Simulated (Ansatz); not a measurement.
(1) Predict a relaxed structure of SnH2Me(NHMe) (C₂H₉NSn), charge 0, singlet, at PBE-D4/def2-SVP (Ansatz).

## Answers

(1) 
```csv
atom,x (Å),y (Å),z (Å)
Sn1,0.145,-0.560,0.791
H2,-1.367,-1.102,1.438
H3,1.220,-1.926,0.602
C4,1.067,0.991,1.987
H5,1.290,0.608,3.001
H6,0.375,1.851,2.065
H7,2.011,1.324,1.514
N8,-0.366,0.347,-1.003
C9,-1.037,-0.437,-2.030
H10,0.434,0.858,-1.398
H11,-0.429,-1.242,-2.519
H12,-1.933,-0.935,-1.601
H13,-1.410,0.223,-2.846
```
 This is one stationary point.

In the def2 sets Sn takes a core potential; there is no spin–orbit coupling.
